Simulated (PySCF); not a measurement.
Electron correlation in Sm²⁺ (samarium, charge +2)

[Xe] 4f5 6s1, 6s spin antiparallel (an excited configuration). Calculation: PySCF 2.14, in x2c-TZVPPall with one added diffuse shell each of s, p, d, f type (12s8p8d5f2g, 129 functions); scalar relativity by spin-free X2C-1e. Frozen: [Kr] 4d10; 14 electrons correlated.

MP2 pair energies summed by pair of shells (mhartree):

```json
{"pair": "5p-5p", "energy": "-121.75", "share (%)": "33.2"}
{"pair": "4f-5p", "energy": "-98.65", "share (%)": "26.9"}
{"pair": "4f-4f", "energy": "-55.74", "share (%)": "15.2"}
{"pair": "5s-5p", "energy": "-33.25", "share (%)": "9.1"}
{"pair": "5p-6s", "energy": "-22.52", "share (%)": "6.1"}
{"pair": "4f-5s", "energy": "-21.05", "share (%)": "5.7"}
{"pair": "4f-6s", "energy": "-6.16", "share (%)": "1.7"}
{"pair": "5s-5s", "energy": "-6.14", "share (%)": "1.7"}
{"pair": "5s-6s", "energy": "-1.33", "share (%)": "0.4"}
```

Total MP2 correlation energy: -366.59 mhartree.

Same-spin part -153.04 and opposite-spin part -213.55 mhartree; SCS-MP2 scales them by 1/3 and 6/5 to -307.27 mhartree.

The reference is one real determinant that mixes LS terms of this configuration.
